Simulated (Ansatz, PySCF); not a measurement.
Dissociation curve of BH, singlet.

RKS-B3LYP/6-311+G** = PySCF with restricted B3LYP/6-311+G**, spherical d; UKS-B3LYP/6-311+G** = unrestricted B3LYP/6-311+G**, spherical d in PySCF 2.14.0; FCI = full CI/cc-pVTZ, frozen core (Ansatz, an electronic-structure program).

Energies relative to the lowest point of each curve near equilibrium, in kcal/mol:

```tsv
R / Å	RKS-B3LYP/6-311+G**	UKS-B3LYP/6-311+G**
0.98	22.4	22.1
1.12	3.5	3.4
1.22	0.0	0.0
1.38	3.6	3.6
1.44	6.5	6.5
1.54	12.4	12.4
1.87	34.7	34.8
2.49	70.7	68.0
2.78	83.1	74.8
3.05	92.3	78.4
3.79	109.2	82.4
4.97	121.0	83.3
```

### Question
What does FCI give at the same points?

### Answer
0.98: 22.8; 1.12: 3.6; 1.22: 0.0; 1.38: 3.5; 1.44: 6.4; 1.54: 12.3; 1.87: 33.9; 2.49: 65.0; 2.78: 73.3; 3.05: 77.9; 3.79: 82.5; 4.97: 83.3 (kcal/mol).

The restricted form behind RKS-B3LYP/6-311+G** keeps the bonding electrons paired and can't separate into open-shell fragments. The unrestricted determinant behind UKS-B3LYP/6-311+G** is spin-contaminated at 0.98 to 1.26, 2.49 to 4.97 Å (<S²> up to 1.0, against 0.00 for a pure singlet).
